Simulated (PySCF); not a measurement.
Gas-phase reaction: 3 HBr + BH3 ⇌ BBr3 + 3 H2

Method: PySCF energies plus ideal-gas RRHO corrections (1 bar). † marks an energy on the PBE0/def2-TZVP geometry and frequencies; other levels use their own. All species are closed-shell singlets. B3LYP is the form with VWN-RPA correlation. Br: all electrons, no relativistic terms.

PBE/def2-SVP gives ΔH°(298 K) = -216 kJ.

### Question
What do B3LYP/def2-TZVP†, LDA/def2-TZVP†, PBE0/def2-QZVP† give?

### Answer
B3LYP/def2-TZVP†: -172 kJ; LDA/def2-TZVP†: -227 kJ; PBE0/def2-QZVP†: -187 kJ. For scale, ΔH°(298 K) is -216 kJ at this level, -195 kJ at ωB97M-V/def2-TZVP†, and runs from -227 to -55 kJ over the 20 levels computed († marks an energy on the PBE0/def2-TZVP geometry).
